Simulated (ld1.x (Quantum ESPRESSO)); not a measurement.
## Configuration tests for Hg (TM)

Hg (Z = 80), norm-conserving Troullier–Martins (Kleinman–Bylander form), made with ld1.x (Quantum ESPRESSO) 7.5 (PBE, fully relativistic). Core [Kr] 4d10 4f14 5s2, reference 5p6 5d10 6s2 6p0. Waves: 6s (bound): rc 2.25 bohr; 5p (bound): rc 1.70 bohr; 5d (bound): rc 1.60 bohr. Local part: the d channel. Core correction: none.

Open shells are filled in proportion to 2j + 1 (rel_dist='average').

Energies are relative to the spin-unpolarised reference configuration 5p6 5d10 6s2 6p0; without spin polarisation the order of configurations can differ from experiment. Not all tests gave a result: 1 of 7 tests not solved or not reliable. Left out of the table: 5p6 5d10 6s1 6p1 (pseudo-atom not self-consistent, printed error +127 meV). The d channel is local and has no spin–orbit splitting in the pseudo-atom. The frozen-core shift is the all-electron ΔE with the core orbitals held at their reference shape minus the fully relaxed ΔE.

```json
{"valence configuration": "5p6 5d10 6s1 6p0", "charge": "+1", "ΔE all-electron (eV)": "10.701", "error AE − PS (meV)": "-8.5", "frozen-core shift (meV)": "+0.2"}
{"valence configuration": "5p6 5d10 6s0 6p0", "charge": "+2", "ΔE all-electron (eV)": "29.686", "error AE − PS (meV)": "-42", "frozen-core shift (meV)": "+0.7"}
{"valence configuration": "5p5 5d10 6s2 6p0", "charge": "+1", "ΔE all-electron (eV)": "74.541", "error AE − PS (meV)": "-122", "frozen-core shift (meV)": "+42"}
{"valence configuration": "5p6 5d10 6s0 6p2", "charge": "0", "ΔE all-electron (eV)": "12.412", "error AE − PS (meV)": "+284", "frozen-core shift (meV)": "+0.2"}
```

**Question.** What are ΔE and the potential's error for 5p6 5d9 6s0 6p0?

**Answer.** ΔE = 65.216 eV all-electron; the error (AE − PS) is +25 meV.

**Question.** What are ΔE and the potential's error for 5p6 5d8 6s0 6p0?

**Answer.** ΔE = 114.956 eV all-electron; the error (AE − PS) is +113 meV.

Levels in the configuration 5p6 5d8 6s0 6p0:

```
   level  all-electron (eV)  pseudo (eV)
5p j=1/2           -130.025     -129.821
5p j=3/2           -111.340     -111.188
5d j=3/2            -58.515      -57.083
5d j=5/2            -56.292      -57.083
```

ld1.x printed “convergence not achieved” for 2 of the counted tests; their residual had stalled under 1e-8, short of the target of 1e-14.

Note: ghost state, extra bound levels that the all-electron valence spectrum of the same l lacks: s at -76.0 eV. A true bound ghost makes a file unfit for plane-wave use. The potential misses its own reference levels by up to 1.1 eV, so it is not fit for use.
